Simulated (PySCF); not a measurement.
# From computed data to an observable: dipole moment from atomic charges

CH₄I₂OSi, SMILES C[Si](O)(I)I. Atoms are numbered in the order given.

```xyz
9

C      1.3014     2.1984     0.0000
Si    -0.0945     0.9746     0.0000
O     -1.5175     1.8168     0.0000
I      0.0308    -0.4719    -2.0080
I      0.0308    -0.4719     2.0080
H      1.2340     2.8327     0.8976
H      2.2686     1.6759     0.0000
H      1.2340     2.8327    -0.8976
H     -2.3415     1.3130     0.0000
```
Charge 0, spin multiplicity 1.

Coordinates come from a B3LYP-D3(BJ)/def2-SVP optimisation. This is a generated structure with no PubChem entry under its InChIKey; it may be hypothetical. The def2 effective core potentials stand for the cores of I; spin–orbit coupling is left out. The values are those of a single conformer.

Charges (e) from PySCF with PBE/def2-TZVP:

| atom | Mulliken | ESP fit |
|---|---|---|
| C1 | -0.430 | -0.569 |
| Si2 | 0.420 | 0.183 |
| O3 | -0.446 | -0.425 |
| I4 | -0.158 | -0.086 |
| I5 | -0.158 | -0.086 |
| H6 | 0.151 | 0.213 |
| H7 | 0.154 | 0.186 |
| H8 | 0.151 | 0.213 |
| H9 | 0.317 | 0.372 |

The dipole moment of the full density is 0.99 D.

### Question
What dipole moment does each set of point charges give, and which comes closer to that of the density?

### Answer

μ = Σ q r, and 1 e Å = 4.8032 D.
Mulliken: Σ q r = (0.048, 0.333, 0.000) e Å, |μ| = 1.61 D.
ESP fit: Σ q r = (-0.042, 0.243, 0.000) e Å, |μ| = 1.19 D.
ESP fit comes closer in size. Point charges leave out the atoms' own dipoles (lone pairs, polarised bonds); fits to the potential absorb them, partitions of the density don't.
